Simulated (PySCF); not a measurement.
Precursor series Sc Cl-OH. Gas-phase values, no solvent. One relaxed conformer stands for each flexible species; it need not be the lowest.

The LUMO from two functionals at the same geometries (r2SCAN-D4/def2-SVP), both in PySCF: PBE-D3(BJ)/def2-TZVP and TPSSh-D3(BJ)/def2-TZVP. 

```json
[
 {"species": "0 of 3 Cl replaced by OH", "TPSSh-D3(BJ)/def2-TZVP (eV)": "-3.66"},
 {"species": "1 of 3 Cl replaced by OH ([Sc(Cl)2(OH)])", "TPSSh-D3(BJ)/def2-TZVP (eV)": "-3.00"},
 {"species": "2 of 3 Cl replaced by OH ([Sc(Cl)(OH)2])", "TPSSh-D3(BJ)/def2-TZVP (eV)": "-2.30"},
 {"species": "3 of 3 Cl replaced by OH ([Sc(OH)3])", "TPSSh-D3(BJ)/def2-TZVP (eV)": "-1.64"}
]
```

**Question.** What does PBE-D3(BJ)/def2-TZVP give for each?

**Answer.** 
- 0 of 3 Cl replaced by OH: -4.17
- 1 of 3 Cl replaced by OH ([Sc(Cl)2(OH)]): -3.55
- 2 of 3 Cl replaced by OH ([Sc(Cl)(OH)2]): -2.88
- 3 of 3 Cl replaced by OH ([Sc(OH)3]): -2.21
Over these rows, drawn at random from the members with no instability flagged (it was tested for open shells, ions and some series alone), PBE minus TPSSh-D3(BJ): mean -0.55 eV, from -0.57 eV to -0.51 eV.
